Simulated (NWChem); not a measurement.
System: BH2O2F; SMILES OB(O)F

NWChem printed, in part:

```
             Northwest Computational Chemistry Package (NWChem) 7.3.0
             --------------------------------------------------------

 C2V symmetry detected

                             Geometry "geometry" -> ""
                             -------------------------

 Output coordinates in angstroms (scale by  1.889725989 to convert to a.u.)

  No.       Tag          Charge          X              Y              Z
 ---- ---------------- ---------- -------------- -------------- --------------
    1 B                    5.0000     0.00000000     0.00000000    -0.03387466
    2 F                    9.0000     0.00000000     0.00000000     1.31100877
    3 O                    8.0000    -1.16790861     0.00000000    -0.71127188
    4 H                    1.0000    -1.92965748     0.00000000    -0.12467782
    5 O                    8.0000     1.16790861     0.00000000    -0.71127188
    6 H                    1.0000     1.92965748     0.00000000    -0.12467782

 Effective nuclear repulsion energy (a.u.)     114.5200476944

      Symmetry information
      --------------------

 Group name             C2v
 Group number             16
 Group order               4
 No. of unique centers     4

  pbe96 is a nonlocal functional; adding pw91lda local functional.

                                 NWChem DFT Module
                                 -----------------

 Summary of "ao basis" -> "ao basis" (spherical)
 ------------------------------------------------------------------------------
       Tag                 Description            Shells   Functions and Types
 ---------------- ------------------------------  ------  ---------------------
 B                          def2-svp                 6       14   3s2p1d
 F                          def2-svp                 6       14   3s2p1d
 O                          def2-svp                 6       14   3s2p1d
 H                          def2-svp                 3        5   2s1p

      Symmetry analysis of basis
      --------------------------

        a1         28
        a2          7
        b1         20
        b2         11

            General Information
            -------------------
          SCF calculation type: DFT
          Wavefunction type:  closed shell.
          No. of atoms     :     6
          No. of electrons :    32
           Alpha electrons :    16
            Beta electrons :    16
          Charge           :     0
          Spin multiplicity:     1
          Use of symmetry is: on ; symmetry adaption is: on
          Maximum number of iterations: 150
          AO basis - number of functions:    66
                     number of shells:    30
          Convergence on energy requested:  1.00D-06
          Convergence on density requested:  1.00D-05
          Convergence on gradient requested:  5.00D-04

              XC Information
              --------------
                     Hartree-Fock (Exact) Exchange  1.000
                     LC-wPBE(h)Exchange Functional  1.000
            Perdew 1991 LDA Correlation Functional  1.000 local
           PerdewBurkeErnz. Correlation Functional  1.000 non-local

           Range-Separation Parameters
           ---------------------------
           Alpha           :  0.00
           Beta            :  1.00
           Gamma           :  0.05
           Short-Range HF  :     F

             Grid Information
             ----------------
          Grid used for XC integration:  medium
          Radial quadrature: Mura-Knowles
          Angular quadrature: Lebedev.
          Tag              B.-S. Rad. Rad. Pts. Rad. Cut. Ang. Pts.
          ---              ---------- --------- --------- ---------
          B                   0.85       49           7.0       434
          F                   0.50       49           7.0       434
          O                   0.60       49           9.0       434
          H                   0.35       45          10.0       434
          Grid pruning is: on
          Number of quadrature shells:   192
          Spatial weights used:  Erf1

      Superposition of Atomic Density Guess
      -------------------------------------

 Sum of atomic energies:        -274.17737179

      Non-variational initial energy
      ------------------------------

 Total energy =    -275.496562
 1-e energy   =    -605.204621
 2-e energy   =     215.188012
 HOMO         =      -0.495051
 LUMO         =       0.069854

      Symmetry analysis of molecular orbitals - initial
      -------------------------------------------------

  Numbering of irreducible representations:

     1 a1          2 a2          3 b1          4 b2

  Orbital symmetries:

     1 a1          2 a1          3 b1          4 a1          5 a1
     6 a1          7 b1          8 a1          9 a1         10 b1
    11 b2         12 b1         13 a1         14 b2         15 b1
    16 a2         17 a1         18 b2         19 b1         20 a1
    21 a1         22 b1         23 b2         24 a1         25 a1
    26 b1

   convergence    iter        energy       DeltaE   RMS-Dens  Diis-err
 ---------------- ----- ----------------- --------- --------- ---------
 d= 0,ls=0.0,diis     1   -275.8975030605 -3.90D+02  1.90D-02  1.01D+00
 d= 0,ls=0.0,diis     2   -275.8488125772  4.87D-02  9.78D-03  1.86D+00
 d= 0,ls=0.0,diis     3   -276.0098529862 -1.61D-01  1.38D-03  2.24D-02
 d= 0,ls=0.0,diis     4   -276.0114305180 -1.58D-03  6.39D-04  5.67D-03
 d= 0,ls=0.0,diis     5   -276.0118190540 -3.89D-04  2.13D-04  1.15D-03
  Resetting Diis
 d= 0,ls=0.0,diis     6   -276.0119110523 -9.20D-05  2.60D-05  4.30D-06
 d= 0,ls=0.0,diis     7   -276.0119114562 -4.04D-07  1.27D-05  4.49D-07
 d= 0,ls=0.0,diis     8   -276.0119114605 -4.28D-09  6.01D-06  4.37D-07

         Total DFT energy =     -276.011911460505
      One electron energy =     -608.489317182161
           Coulomb energy =      250.220872062009
    Exchange-Corr. energy =      -32.263514034770
 Nuclear repulsion energy =      114.520047694418

 Numeric. integr. density =       32.000000616061

                  Occupations of the irreducible representations
                  ----------------------------------------------

                     irrep           alpha         beta
                     --------     --------     --------
                     a1                8.0          8.0
                     a2                1.0          1.0
                     b1                5.0          5.0
                     b2                2.0          2.0

                       DFT Final Molecular Orbital Analysis
                       ------------------------------------

 Vector   14  Occ=2.000000D+00  E=-3.426357D-01  Symmetry=b2
              MO Center=  2.3D-14, -1.2D-15, -5.5D-02, r^2= 2.2D+00
   Bfn.  Coefficient  Atom+Function         Bfn.  Coefficient  Atom+Function
  ----- ------------  ---------------      ----- ------------  ---------------
    19      0.388200  2 F  py                33      0.353409  3 O  py
    52      0.353409  5 O  py                22     -0.277508  2 F  py
    36      0.244394  3 O  py                55      0.244394  5 O  py
     5     -0.154373  1 B  py                 8      0.059782  1 B  py
    11     -0.039451  1 B  d -1

 Vector   15  Occ=2.000000D+00  E=-3.324457D-01  Symmetry=b1
              MO Center=  2.5D-14,  3.3D-15, -7.9D-02, r^2= 2.5D+00
   Bfn.  Coefficient  Atom+Function         Bfn.  Coefficient  Atom+Function
  ----- ------------  ---------------      ----- ------------  ---------------
    18      0.420899  2 F  px                34     -0.347934  3 O  pz
    53      0.347934  5 O  pz                21     -0.286595  2 F  px
    37     -0.214415  3 O  pz                56      0.214415  5 O  pz
     4     -0.170437  1 B  px                31      0.135722  3 O  s
    50     -0.135722  5 O  s                 30      0.092795  3 O  s

 Vector   16  Occ=2.000000D+00  E=-3.035901D-01  Symmetry=a2
              MO Center= -2.3D-14, -4.2D-15, -6.8D-01, r^2= 2.0D+00
   Bfn.  Coefficient  Atom+Function         Bfn.  Coefficient  Atom+Function
  ----- ------------  ---------------      ----- ------------  ---------------
    33      0.458761  3 O  py                52     -0.458761  5 O  py
    36      0.337165  3 O  py                55     -0.337165  5 O  py
    10     -0.050496  1 B  d -2

 Vector   17  Occ=0.000000D+00  E= 4.420562D-02  Symmetry=a1
              MO Center= -1.2D-14,  6.9D-15,  3.3D-02, r^2= 5.5D+00
   Bfn.  Coefficient  Atom+Function         Bfn.  Coefficient  Atom+Function
  ----- ------------  ---------------      ----- ------------  ---------------
    44      0.685888  4 H  s                 63      0.685888  6 H  s
     3      0.653731  1 B  s                 31     -0.608655  3 O  s
    50     -0.608655  5 O  s                 17     -0.221348  2 F  s
    30     -0.165582  3 O  s                 37     -0.164892  3 O  pz
    49     -0.165582  5 O  s                 56     -0.164892  5 O  pz

 Vector   18  Occ=0.000000D+00  E= 7.706853D-02  Symmetry=b2
              MO Center= -1.5D-15, -1.2D-14, -6.0D-02, r^2= 2.1D+00
   Bfn.  Coefficient  Atom+Function         Bfn.  Coefficient  Atom+Function
  ----- ------------  ---------------      ----- ------------  ---------------
     5      0.648350  1 B  py                 8     -0.607331  1 B  py
    36      0.293743  3 O  py                55      0.293743  5 O  py
    33      0.286642  3 O  py                52      0.286642  5 O  py
    19     -0.250679  2 F  py                22      0.223528  2 F  py

 Vector   19  Occ=0.000000D+00  E= 8.217384D-02  Symmetry=b1
              MO Center=  1.1D-14, -1.6D-16, -4.5D-03, r^2= 6.7D+00
   Bfn.  Coefficient  Atom+Function         Bfn.  Coefficient  Atom+Function
  ----- ------------  ---------------      ----- ------------  ---------------
    44      1.039905  4 H  s                 63     -1.039905  6 H  s
    31     -0.508945  3 O  s                 50      0.508945  5 O  s
    35      0.259698  3 O  px                54      0.259698  5 O  px
    32      0.202121  3 O  px                51      0.202121  5 O  px
    37     -0.173599  3 O  pz                56      0.173599  5 O  pz

     Multipole analysis of the density
     ---------------------------------

     L   x y z        total         alpha         beta         nuclear
     -   - - -        -----         -----         ----         -------
     0   0 0 0     -0.000000    -16.000000    -16.000000     32.000000

     1   1 0 0      0.000000      0.000000      0.000000     -0.000000
     1   0 1 0     -0.000000     -0.000000     -0.000000      0.000000
     1   0 0 1      0.539805      0.269902      0.269902      0.000000

     2   2 0 0    -10.617230    -57.573506    -57.573506    104.529781
     2   1 1 0     -0.000000     -0.000000     -0.000000      0.000000
     2   1 0 1     -0.000000     -0.000000     -0.000000      0.000000
     2   0 2 0    -15.686264     -7.843132     -7.843132      0.000000
     2   0 1 1     -0.000000     -0.000000     -0.000000      0.000000
     2   0 0 2    -19.512617    -51.894949    -51.894949     84.277280

                                 NWChem DFT Module
                                 -----------------

      Symmetry analysis of basis
      --------------------------

        a1         28
        a2          7
        b1         20
        b2         11

            General Information
            -------------------
          SCF calculation type: DFT
          Wavefunction type:  spin polarized.
          No. of atoms     :     6
          No. of electrons :    31
           Alpha electrons :    16
            Beta electrons :    15
          Charge           :     1
          Spin multiplicity:     2
          Use of symmetry is: on ; symmetry adaption is: on
          Maximum number of iterations: 150
          This is a Direct SCF calculation.
          AO basis - number of functions:    66
                     number of shells:    30
          Convergence on energy requested:  1.00D-06
          Convergence on density requested:  1.00D-05
          Convergence on gradient requested:  5.00D-04

              XC Information
              --------------
                     Hartree-Fock (Exact) Exchange  1.000
                     LC-wPBE(h)Exchange Functional  1.000
            Perdew 1991 LDA Correlation Functional  1.000 local
           PerdewBurkeErnz. Correlation Functional  1.000 non-local

           Range-Separation Parameters
           ---------------------------
           Alpha           :  0.00
           Beta            :  1.00
           Gamma           :  0.05
           Short-Range HF  :     F

             Grid Information
             ----------------
          Grid used for XC integration:  medium
          Radial quadrature: Mura-Knowles
          Angular quadrature: Lebedev.
          Tag              B.-S. Rad. Rad. Pts. Rad. Cut. Ang. Pts.
          ---              ---------- --------- --------- ---------
          B                   0.85       49           7.0       434
          F                   0.50       49           7.0       434
          O                   0.60       49           9.0       434
          H                   0.35       45          10.0       434
          Grid pruning is: on
          Number of quadrature shells:   192
          Spatial weights used:  Erf1

      Superposition of Atomic Density Guess
      -------------------------------------

 Sum of atomic energies:        -274.17737179

 Renormalizing density from      32.00 to     31

      Non-variational initial energy
      ------------------------------

 Total energy =    -269.823023
 1-e energy   =    -586.291977
 2-e energy   =     201.948906
 HOMO         =      -0.874139
 LUMO         =      -0.215757

   Symmetry analysis of molecular orbitals - initial alpha
   -------------------------------------------------------

  Numbering of irreducible representations:

     1 a1          2 a2          3 b1          4 b2

  Orbital symmetries:

     1 a1          2 a1          3 b1          4 a1          5 a1
     6 a1          7 b1          8 a1          9 a1         10 b1
    11 b2         12 b1         13 a1         14 b1         15 b2
    16 a2         17 a1         18 b2         19 b1         20 a1
    21 a1         22 b1         23 b2         24 a1         25 a1
    26 b1

   Symmetry analysis of molecular orbitals - initial beta
   ------------------------------------------------------

  Numbering of irreducible representations:

     1 a1          2 a2          3 b1          4 b2

  Orbital symmetries:

     1 a1          2 a1          3 b1          4 a1          5 a1
     6 a1          7 b1          8 a1          9 a1         10 b1
    11 b2         12 b1         13 a1         14 b1         15 b2
    16 a2         17 a1         18 b2         19 b1         20 a1
    21 a1         22 b1         23 b2         24 a1         25 a1
    26 b1

[...]
```

Level: LC-wPBE (HJS exchange hole, range parameter 0.05 per bohr)/def2-SVP, vertical spin-unrestricted ions. Structure relaxed at the PBE0/def2-SVP level.

Write an input that gives this output.

One answer among several that fit: the input that was run:
```
start job
memory heap 200 mb stack 900 mb global 1100 mb
geometry units angstroms noautoz
  B     -0.040295    -0.000103     0.000000
  F      1.304586     0.002453     0.000000
  O     -0.715472    -1.169296     0.000000
  H     -0.127434    -1.929930     0.000000
  O     -0.719910     1.166517     0.000000
  H     -0.134762     1.929378     0.000000
end
basis spherical
  * library def2-svp
end
dft
  xc xwpbe 1.00 cpbe96 1.0 hfexch 1.00
  cam 0.05 cam_alpha 0.0 cam_beta 1.0
  iterations 150
  vectors input atomic output neutral.movecs
end
task dft energy
charge 1
dft
  odft
  mult 2
  vectors input atomic output cation.movecs
end
task dft energy
```
